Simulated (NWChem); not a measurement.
System: tetrafluoroborate (BF$_{4}$ anion); SMILES F[B-](F)(F)F

Input file for NWChem:

```
start job
memory heap 200 mb stack 900 mb global 1100 mb
charge -1
geometry units angstroms noautoz
  F      0.559251     0.952874    -0.883035
  B     -0.000001    -0.000002     0.000002
  F     -0.715544    -0.968019    -0.742597
  F      1.034798    -0.633592     0.726816
  F     -0.878506     0.648739     0.898814
end
basis spherical
  F library aug-cc-pvdz
  B library aug-cc-pvdz
end
dft
  xc xpbe96 cpbe96
  iterations 150
  mulliken
end
task dft energy
```

Excerpt of the output:

```
             Northwest Computational Chemistry Package (NWChem) 7.3.0
             --------------------------------------------------------

 C1  symmetry detected

                             Geometry "geometry" -> ""
                             -------------------------

 Output coordinates in angstroms (scale by  1.889725989 to convert to a.u.)

  No.       Tag          Charge          X              Y              Z
 ---- ---------------- ---------- -------------- -------------- --------------
    1 F                    9.0000     0.12897681     0.12900584     1.40257032
    2 B                    5.0000    -0.00000060     0.00000026    -0.00000310
    3 F                    9.0000    -0.56426396    -1.25994698    -0.30765842
    4 F                    9.0000    -0.84008386     1.02576086    -0.49252636
    5 F                    9.0000     1.27537135     0.10518012    -0.60238381

 Effective nuclear repulsion energy (a.u.)     178.6931501764

  pbe96 is a nonlocal functional; adding pw91lda local functional.

                                 NWChem DFT Module
                                 -----------------

 Summary of "ao basis" -> "ao basis" (spherical)
 ------------------------------------------------------------------------------
       Tag                 Description            Shells   Functions and Types
 ---------------- ------------------------------  ------  ---------------------
 F                        aug-cc-pvdz                9       23   4s3p2d
 B                        aug-cc-pvdz                9       23   4s3p2d

            General Information
            -------------------
          SCF calculation type: DFT
          Wavefunction type:  closed shell.
          No. of atoms     :     5
          No. of electrons :    42
           Alpha electrons :    21
            Beta electrons :    21
          Charge           :    -1
          Spin multiplicity:     1
          Use of symmetry is: off; symmetry adaption is: off
          Maximum number of iterations: 150
          AO basis - number of functions:   115
                     number of shells:    45
          Convergence on energy requested:  1.00D-06
          Convergence on density requested:  1.00D-05
          Convergence on gradient requested:  5.00D-04

              XC Information
              --------------
          PerdewBurkeErnzerhof Exchange Functional  1.000
            Perdew 1991 LDA Correlation Functional  1.000 local
           PerdewBurkeErnz. Correlation Functional  1.000 non-local

             Grid Information
             ----------------
          Grid used for XC integration:  medium
          Radial quadrature: Mura-Knowles
          Angular quadrature: Lebedev.
          Tag              B.-S. Rad. Rad. Pts. Rad. Cut. Ang. Pts.
          ---              ---------- --------- --------- ---------
          F                   0.50       49          10.0       434
          B                   0.85       49          11.0       434
          Grid pruning is: on
          Number of quadrature shells:   245
          Spatial weights used:  Erf1

      Superposition of Atomic Density Guess
      -------------------------------------

 Sum of atomic energies:        -422.08747075

 Renormalizing density from      41.00 to     42

      Non-variational initial energy
      ------------------------------

 Total energy =    -428.885316
 1-e energy   =    -967.433797
 2-e energy   =     359.855331
 HOMO         =      -0.241534
 LUMO         =       0.184277

     ---------------------------------------------
      Total Density - Mulliken Population Analysis
     ---------------------------------------------

    Atom       Charge   Shell Charges
 -----------   ------   -------------------------------------------------------
    1 F    9     9.73   2.00  0.87  1.02  0.11  3.30  2.21  0.22  0.00  0.00
    2 B    5     3.07   2.01  0.45 -0.28 -0.01  0.85 -0.18 -0.01  0.25 -0.01
    3 F    9     9.73   2.00  0.87  1.02  0.11  3.30  2.21  0.22  0.00  0.00
    4 F    9     9.73   2.00  0.87  1.02  0.11  3.30  2.21  0.22  0.00  0.00
    5 F    9     9.73   2.00  0.87  1.02  0.11  3.30  2.21  0.22  0.00  0.00

   convergence    iter        energy       DeltaE   RMS-Dens  Diis-err
 ---------------- ----- ----------------- --------- --------- ---------
 d= 0,ls=0.0,diis     1   -424.0487494876 -6.03D+02  1.42D-02  1.11D+00
 d= 0,ls=0.0,diis     2   -424.0989451178 -5.02D-02  5.42D-03  6.77D-01
 d= 0,ls=0.0,diis     3   -424.1641561829 -6.52D-02  1.18D-03  5.06D-02
 d= 0,ls=0.0,diis     4   -424.1670032500 -2.85D-03  5.72D-04  1.79D-02
 d= 0,ls=0.0,diis     5   -424.1684244484 -1.42D-03  3.99D-05  4.82D-05
  Resetting Diis
 d= 0,ls=0.0,diis     6   -424.1684291503 -4.70D-06  6.69D-07  2.81D-09
 d= 0,ls=0.0,diis     7   -424.1684291506 -2.34D-10  2.29D-07  4.08D-10

         Total DFT energy =     -424.168429150559
      One electron energy =     -957.008162849847
           Coulomb energy =      399.950880385940
    Exchange-Corr. energy =      -45.804296863062
 Nuclear repulsion energy =      178.693150176410

 Numeric. integr. density =       42.000005104365

                       DFT Final Molecular Orbital Analysis
                       ------------------------------------

 Vector   19  Occ=2.000000D+00  E=-9.874132D-02
              MO Center=  1.1D-01,  2.8D-01, -2.6D-01, r^2= 2.3D+00
   Bfn.  Coefficient  Atom+Function         Bfn.  Coefficient  Atom+Function
  ----- ------------  ---------------      ----- ------------  ---------------
    98     -0.333633  5 F  py                74      0.318072  4 F  px
    76     -0.243455  4 F  pz                 5     -0.231268  1 F  px
    99      0.227221  5 F  pz                51     -0.221660  3 F  px
   101     -0.218225  5 F  py                77      0.208046  4 F  px
    79     -0.159240  4 F  pz                 8     -0.151268  1 F  px

 Vector   20  Occ=2.000000D+00  E=-9.874071D-02
              MO Center=  1.3D-01, -7.4D-02, -5.3D-03, r^2= 2.5D+00
   Bfn.  Coefficient  Atom+Function         Bfn.  Coefficient  Atom+Function
  ----- ------------  ---------------      ----- ------------  ---------------
     5      0.340713  1 F  px                51     -0.319135  3 F  px
    99     -0.283740  5 F  pz                98     -0.237101  5 F  py
     8      0.222855  1 F  px                76      0.215919  4 F  pz
    54     -0.208741  3 F  px               102     -0.185590  5 F  pz
    75      0.179744  4 F  py               101     -0.155084  5 F  py

 Vector   21  Occ=2.000000D+00  E=-9.874023D-02
              MO Center= -2.4D-01, -2.1D-01,  2.7D-01, r^2= 2.3D+00
   Bfn.  Coefficient  Atom+Function         Bfn.  Coefficient  Atom+Function
  ----- ------------  ---------------      ----- ------------  ---------------
     6      0.409037  1 F  py                53      0.404785  3 F  pz
     9      0.267545  1 F  py                56      0.264763  3 F  pz
    76     -0.230847  4 F  pz                75     -0.181487  4 F  py
    79     -0.150993  4 F  pz                99     -0.127071  5 F  pz
    78     -0.118708  4 F  py                52     -0.115247  3 F  py

 Vector   22  Occ=0.000000D+00  E= 1.479223D-01
              MO Center=  1.6D-04,  1.2D-04,  2.0D-04, r^2= 1.3D+01
   Bfn.  Coefficient  Atom+Function         Bfn.  Coefficient  Atom+Function
  ----- ------------  ---------------      ----- ------------  ---------------
    27      1.986565  2 B  s                 26      1.755246  2 B  s
     4     -0.814354  1 F  s                 50     -0.814131  3 F  s
    73     -0.814164  4 F  s                 96     -0.814290  5 F  s
    13      0.204207  1 F  pz               103      0.185676  5 F  px
    58     -0.183408  3 F  py                81      0.149309  4 F  py

 Vector   23  Occ=0.000000D+00  E= 1.502837D-01
              MO Center=  8.7D-02, -5.4D-02,  3.9D-02, r^2= 2.0D+01
   Bfn.  Coefficient  Atom+Function         Bfn.  Coefficient  Atom+Function
  ----- ------------  ---------------      ----- ------------  ---------------
    35      1.205000  2 B  py                36     -0.516443  2 B  pz
    34     -0.475877  2 B  px                81     -0.226755  4 F  py
    58     -0.222275  3 F  py                12     -0.210727  1 F  py
   104     -0.211230  5 F  py                32      0.130036  2 B  py
    13      0.097608  1 F  pz                82      0.097977  4 F  pz

 Vector   24  Occ=0.000000D+00  E= 1.502838D-01
              MO Center=  1.6D-02,  7.0D-02, -2.6D-02, r^2= 2.0D+01
   Bfn.  Coefficient  Atom+Function         Bfn.  Coefficient  Atom+Function
  ----- ------------  ---------------      ----- ------------  ---------------
    34      0.925444  2 B  px                36      0.775669  2 B  pz
    35      0.697916  2 B  py                57     -0.169669  3 F  px
   103     -0.170307  5 F  px                80     -0.165281  4 F  px
    11     -0.163663  1 F  px                13     -0.150509  1 F  pz
    59     -0.140062  3 F  pz                58     -0.138809  3 F  py

     ---------------------------------------------
      Total Density - Mulliken Population Analysis
     ---------------------------------------------

    Atom       Charge   Shell Charges
 -----------   ------   -------------------------------------------------------
    1 F    9     9.52   2.01  0.89  0.99  0.16  3.35  1.88  0.25  0.00  0.00
    2 B    5     3.93   2.04  0.50 -0.37 -0.01  1.50 -0.13 -0.01  0.42  0.00
    3 F    9     9.52   2.01  0.89  0.99  0.16  3.35  1.88  0.25  0.00  0.00
    4 F    9     9.52   2.01  0.89  0.99  0.16  3.35  1.88  0.25  0.00  0.00
    5 F    9     9.52   2.01  0.89  0.99  0.16  3.35  1.88  0.25  0.00  0.00

     -------------------------------------------
      Total Density - Lowdin Population Analysis
     -------------------------------------------

[...]
```

Level: PBE/aug-cc-pVDZ. Structure relaxed at the B3LYP/def2-SVPD level.
